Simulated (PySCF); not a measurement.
1-ethynyl-1-methylcyclopropane (C₆H₈), SMILES C#CC1(C)CC1.

Coordinates come from a ωB97X-D3(BJ)/def2-SVP optimisation.

Level of theory: TDA-PBE/def2-SVPD (PySCF).

Vertical excitations. Isolated molecule, no solvent. State labels are in the subgroup Cs.

```csv
state,symmetry,energy (eV),λ (nm),f,main pairs
S1,A",6.14,202,0.000,HOMO→LUMO 97 %
S2,A",6.18,201,0.036,HOMO→LUMO+2 99 %
S3,A',6.51,190,0.030,"HOMO→LUMO+1 57 %, HOMO−1→LUMO 40 %"
S4,A',6.65,186,0.040,HOMO−1→LUMO+2 98 %
S5,A",6.73,184,0.000,HOMO−1→LUMO+1 96 %
S6,A",6.82,182,0.013,HOMO→LUMO+3 98 %
S7,A',7.01,177,0.005,HOMO→LUMO+4 98 %
S8,A",7.14,174,0.000,HOMO→LUMO+5 100 %
S9,A',7.28,170,0.020,HOMO−1→LUMO+3 97 %
S10,A",7.42,167,0.000,HOMO→LUMO+6 99 %
T1,A',5.24,237,0,"HOMO→LUMO+1 70 %, HOMO−1→LUMO 24 %"
T2,A",5.62,221,0,"HOMO→LUMO 76 %, HOMO−1→LUMO+1 21 %"
T3,A',5.71,217,0,"HOMO−1→LUMO 70 %, HOMO→LUMO+1 26 %"
T4,A",6.10,203,0,HOMO→LUMO+2 99 %
```
Triplets are in the Tamm–Dancoff approximation.
